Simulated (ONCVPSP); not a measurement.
# Configuration tests for Cl (Z = 17) (ONCV)

ONCVPSP 4.0.1 input, shortened (lines: element, Z, core and valence counts, functional; n l f; lmax; l rc ep ncon nbas qcut; lloc lpopt rc5 dvloc0; l nproj debl; icmod fcfact rcfact), LDA (Perdew-Zunger), scalar-relativistic:

```
  Cl 17.00    3    2        3      upf
    1    0    2.00
    2    0    2.00
    2    1    6.00
    3    0    2.00
    3    1    4.00
    2
    0    1.10    0.00    3    7    5.90
    1    1.35    0.00    4    8    5.60
    2    1.30    0.05    4    8    6.20
    4    5    0.75    3.00
    0    2    2.60
    1    2    2.30
    2    2    3.10
    0    0.00    0.00
```

Energies are relative to the spin-unpolarised reference configuration 3s2 3p4; without spin polarisation the order of configurations can differ from experiment.

```csv
valence configuration,charge,ΔE all-electron (eV),error AE − PS (meV)
3s2 3p5,0,-13.972,+3.8
3s2 3p3,+2,25.528,+8.1
3s2 3p2,+3,63.923,+58
```

(1) What are ΔE and the potential's error for 3s1 3p5?

Levels in the configuration 3s2 3p2:

| level | all-electron (eV) | pseudo (eV) |
| --- | --- | --- |
| 3s | -58.844 | -58.745 |
| 3p | -45.216 | -45.124 |

Note: no bound ghost flagged; GHOST(+) flagged for s at 122.9 eV.

## Answers

(1) ΔE = 12.594 eV all-electron; the error (AE − PS) is +1.1 meV.
